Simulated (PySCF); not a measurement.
# Spin-rotation constants: `InChI=1S/C7H11FN/c1-5-7(8)6-9(2,3)4/h1,6H,2-4H3/q+1/b7-6+`, charge +1

Cartesian coordinates in Å; atom numbers follow the order of the lines, from 1:
```xyz
20

C     3.319    0.030   -0.276
C     2.338    0.526    0.212
C     1.277    1.207    0.852
F     1.664    2.217    1.627
C    -0.039    0.971    0.780
N    -0.673   -0.080   -0.005
C    -0.199   -1.408    0.445
C    -0.370    0.103   -1.441
C    -2.135   -0.004    0.189
H     4.159   -0.425   -0.717
H    -0.700    1.606    1.349
H     0.875   -1.496    0.289
H    -0.411   -1.537    1.505
H    -0.705   -2.192   -0.114
H    -0.881   -0.658   -2.029
H    -0.706    1.086   -1.768
H     0.702    0.024   -1.612
H    -2.628   -0.783   -0.390
H    -2.383   -0.141    1.241
H    -2.508    0.965   -0.140
```

Total charge +1.

The calculation used GIAO B3LYP/pcSseg-1 magnetisability, rotational g tensor and spin-rotation constants, non-relativistic, gas phase in PySCF 2.14.0. Geometry: GFN2-xTB.

For an ion the centre-of-mass motion in the field is neglected.

**Question.** Give the nuclear spin-rotation constants along the inertial axes (H = +C I·J) beside the isotropic shieldings.

**Answer.** Rotational constants 2.4711, 1.1810, 0.9554 GHz. A star marks the isotopologue with that one atom substituted, in its own axes.
| atom | isotope | Caa (kHz) | Cbb (kHz) | Ccc (kHz) | mean (kHz) | σ (ppm) |
| --- | --- | --- | --- | --- | --- | --- |
| F4 | 19F | 4.296 | 1.482 | 0.661 | 2.146 | 254.4 |
| N6 | 14N | 0.140 | 0.069 | 0.053 | 0.087 | 191.5 |
| H10 | 1H | -0.208 | -0.003 | -0.126 | -0.112 | 27.4 |
| H11 | 1H | -0.267 | 0.093 | -0.136 | -0.103 | 25.1 |
| H12 | 1H | -0.041 | -0.082 | -0.114 | -0.079 | 27.3 |
| H13 | 1H | -0.325 | -0.093 | -0.017 | -0.145 | 28.6 |
| H14 | 1H | -0.080 | -0.083 | -0.124 | -0.096 | 28.8 |
| H15 | 1H | -0.079 | -0.083 | -0.123 | -0.095 | 28.8 |
| H16 | 1H | -0.325 | -0.093 | -0.017 | -0.145 | 28.6 |
| H17 | 1H | -0.042 | -0.082 | -0.114 | -0.079 | 27.3 |
| H18 | 1H | -0.065 | -0.082 | -0.131 | -0.092 | 28.7 |
| H19 | 1H | -0.298 | -0.093 | -0.026 | -0.139 | 28.4 |
| H20 | 1H | -0.298 | -0.093 | -0.026 | -0.139 | 28.4 |
| C1 | 13C* | 0.735 | 0.254 | 0.345 | 0.445 | 66.1 |
| C2 | 13C* | 0.646 | 0.093 | 0.329 | 0.356 | 109.5 |
| C3 | 13C* | 0.864 | 0.581 | 0.222 | 0.555 | 22.5 |
| C5 | 13C* | 0.751 | 0.534 | 0.203 | 0.496 | 46.8 |
| C7 | 13C* | 0.579 | 0.241 | 0.156 | 0.325 | 126.2 |

For the geometry as given, no vibrational averaging.
